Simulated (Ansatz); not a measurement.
Computed with Ansatz on PBE0-D4/def2-TZVP structures; ΔE is electronic, products minus reactants. CBS: MP2 limit from def2 TZ/QZ plus the TZ coupled-cluster correction, frozen cores. DFT in def2-TZVPP. Each species was taken in one conformer, which may not be the lowest.

Consider the formal exchange of groups at the Si–C bond: `F[SiH](F)C[O][AlH2]` + `C=CCO` → `OC[SiH](F)F` + `C=CC[O][AlH2]`.

`F[SiH](F)C[O][AlH2]`:

Z-matrix (Å, degrees):
```
Si
F 1 1.587
C 1 1.866 2 110.2
F 1 1.591 2 107.1 3 119.5
H 1 1.478 2 107.9 3 -123.5
O 3 1.408 1 107.7 2 -67.3
H 3 1.100 1 109.9 2 169.7
H 3 1.097 1 110.1 2 52.8
Al 6 1.694 3 133.9 1 -119.0
H 9 1.583 6 117.7 3 -0.4
H 9 1.574 6 116.0 3 179.3
```

`C=CCO`:

Z-matrix (Å, degrees):
```
C
C 1 1.492
O 1 1.415 2 112.1
H 1 1.099 2 109.9 3 -124.6
H 1 1.094 2 110.3 3 117.1
C 2 1.326 1 124.1 3 122.6
H 2 1.088 1 115.7 3 -56.1
H 3 0.961 1 107.6 2 -55.7
H 6 1.086 2 121.2 1 0.9
H 6 1.084 2 121.9 1 -179.7
```

`OC[SiH](F)F`:

Z-matrix (Å, degrees):
```
C
Si 1 1.867
O 1 1.419 2 112.4
H 1 1.094 2 109.6 3 -118.6
H 1 1.101 2 109.8 3 125.3
F 2 1.594 1 106.5 3 -48.2
F 2 1.586 1 111.2 3 67.8
H 2 1.478 1 115.2 3 -168.7
H 3 0.961 1 108.8 2 54.8
```

`C=CC[O][AlH2]`:

Cartesian coordinates in Å:
```
C 1.741 -0.962 -0.773
C 0.690 -1.100 0.022
C -0.666 -0.552 -0.278
O -1.130 0.241 0.784
Al -1.222 1.917 0.988
H 2.706 -1.386 -0.522
H 1.670 -0.420 -1.712
H 0.780 -1.636 0.964
H -0.633 0.008 -1.223
H -1.373 -1.381 -0.417
H -0.863 2.854 -0.238
H -1.700 2.419 2.405
```

```json
{"level": "ωB97X-V", "ΔE (kJ/mol)": "4.7", "difference from CCSD(T)/CBS": "-0.4"}
{"level": "ωB97M-V", "ΔE (kJ/mol)": "4.8", "difference from CCSD(T)/CBS": "-0.3"}
{"level": "PBE", "ΔE (kJ/mol)": "5.0", "difference from CCSD(T)/CBS": "-0.1"}
{"level": "PBE0", "ΔE (kJ/mol)": "5.2", "difference from CCSD(T)/CBS": "0.1"}
{"level": "HF/def2-TZVPP", "ΔE (kJ/mol)": "6.4", "difference from CCSD(T)/CBS": "1.3"}
{"level": "CCSD/def2-TZVPP", "ΔE (kJ/mol)": "5.4", "difference from CCSD(T)/CBS": "0.3"}
{"level": "HF/def2-QZVPP", "ΔE (kJ/mol)": "6.5", "difference from CCSD(T)/CBS": "1.4"}
{"level": "SCS-MP2/def2-QZVPP", "ΔE (kJ/mol)": "5.4", "difference from CCSD(T)/CBS": "0.3"}
{"level": "HF/CBS(def2)", "ΔE (kJ/mol)": "6.6", "difference from CCSD(T)/CBS": "1.5"}
{"level": "CCSD/CBS(def2)", "ΔE (kJ/mol)": "5.4", "difference from CCSD(T)/CBS": "0.3"}
{"level": "CCSD(T)/CBS", "ΔE (kJ/mol)": "5.1", "difference from CCSD(T)/CBS": "0"}
```

Largest T1 diagnostic among the species: 0.013.
